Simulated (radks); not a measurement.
Charge is removed step by step from the 5d5/2 level of Au, starting from [Xe] 4f14 5d(3/2: 4, 5/2: 6) 6s1. Calculated with a radial shooting solver on a logarithmic mesh with Libxc functionals: Dirac Kohn-Sham, PBE, spin-unpolarised, spherical densities, point nucleus.

removed (e)	E - E(0) (eV)	eigenvalue (eV)	E minus straight line (eV)
0	0.000	-6.311	0.000
0.1	0.680	-7.292	-0.469
0.2	1.459	-8.294	-0.839
0.3	2.339	-9.316	-1.108
0.4	3.323	-10.357	-1.274
0.5	4.412	-11.418	-1.335
0.6	5.607	-12.496	-1.288
0.7	6.911	-13.591	-1.133
0.8	8.326	-14.703	-0.868
0.9	9.852	-15.831	-0.491
1	11.492	-16.974	0.000

Removing the whole electron costs 11.492 eV by Delta-SCF, against 6.311 eV from minus the eigenvalue at the starting occupation. Slater's transition state (half an electron removed) gives 11.418 eV. Integrating minus the eigenvalue over the occupation (Janak's theorem) gives 11.492 eV. The mean slope of the eigenvalue, de/dn, is 10.7 eV per electron.
